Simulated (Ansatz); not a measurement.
(F)3Ti-O-SiH3 (TiSiOF3H3), relaxed as a singlet with RKS r2SCAN-D4/def2-SVP in Ansatz, starting from the GFN2-xTB geometry. Force threshold 0.02 eV/Å.

Start:

Cartesian coordinates in Å:
```
Ti 0.334 1.280 -0.882
F 0.932 0.617 -2.339
F 1.631 1.916 0.030
F -0.864 2.467 -1.163
O -0.382 0.035 0.011
Si -0.406 -1.318 0.911
H -1.722 -1.345 1.568
H -0.225 -2.448 -0.018
H 0.701 -1.205 1.883
```

| step | energy (eV) | largest force component (eV/Å) | SCF passes |
| --- | --- | --- | --- |
| 1 | -41228.8714 | 1.390 | 19 |
| 2 | -41229.1122 | 0.708 | 21 |
| 3 | -41229.1486 | 0.215 | 21 |
| 4 | -41229.1613 | 0.283 | 27 |
| 5 | -41229.1645 | 0.168 | 21 |
| 6 | -41229.1655 | 0.011 | 21 |
| 7 | -41229.1657 | 0.044 | 20 |
| 8 (rejected) | -41229.1657 | 0.044 | 15 |
| 9 | -41229.1658 | 0.014 | 15 |

Force components are those of the run's own axes.

End:

```xyz
9

Ti    0.4021    1.3505   -0.9329
F     0.9403    0.8335   -2.5087
F     1.6833    2.2375   -0.1505
F    -0.9896    2.3862   -1.1112
O    -0.0258   -0.0566    0.0395
Si   -0.4184   -1.3997    0.9672
H    -1.7964   -1.2250    1.5055
H    -0.3548   -2.6131    0.1060
H     0.5594   -1.5135    2.0851
```

By distances, no bond broke or formed. The bond that changes most is Ti1–Si6, from 3.24 to 3.44 Å (atoms count from 1).

The force fell under the threshold at step 6, but the optimiser went on. No frequencies were taken in this run, so the end may be a saddle point.

Run time 31 s (4 threads of Intel Xeon Platinum 8175M on a shared host).
